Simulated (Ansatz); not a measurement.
Consider the redistribution: `O[Si]([SiH3])(Cl)Cl` + `CC1OB1O` → `C[Si](O)([SiH3])Cl` + `OB1OC1Cl`.

Program: Ansatz. Geometries: PBE0-D4/def2-TZVP. ΔE: electronic, gas phase. CCSD(T)/CBS is the MP2 limit (def2-TZVPP, def2-QZVPP) plus CCSD(T) − MP2 in def2-TZVPP, frozen cores. Functionals use def2-TZVPP. HSE06 is defined as in plane-wave codes. One conformer a species, not always the lowest.

(1) Is it downhill or uphill in electronic energy at CCSD(T)/CBS, and by how much? (An estimate is asked.)

(2) What do these levels give: revPBE-D4, r2SCAN0-D4, BLYP, PBE0, r2SCAN0, HSE06, BHLYP, LC-ωPBE, RPA@PBE/def2-TZVPP, CCSD/def2-SVP, SCS-MP2/def2-TZVPP, CCSD(T)/def2-TZVPP? (An estimate is asked.)

Largest T1 diagnostic among the species: 0.014.

Results:

(1) Ansatz gave: Uphill: ΔE = +125.0 kJ/mol.

(2) Ansatz gave: revPBE-D4 114.6, r2SCAN0-D4 125.5, BLYP 116.9, PBE0 121.0, r2SCAN0 125.7, HSE06 121.0, BHLYP 127.9, LC-ωPBE 121.8, RPA@PBE/def2-TZVPP 118.7, CCSD/def2-SVP 129.2, SCS-MP2/def2-TZVPP 125.9, CCSD(T)/def2-TZVPP 122.5 kJ/mol.

From PBE to PBE0 (25 % exact exchange), in def2-TZVPP and without D4, ΔE moves by +5.4 kJ/mol. Leaving LDA and LC-ωPBE aside and taking each functional with its dispersion term where it has one, the values, not all of them listed here, spread over 13.9 kJ/mol, from revPBE-D4 to BHLYP-D4.
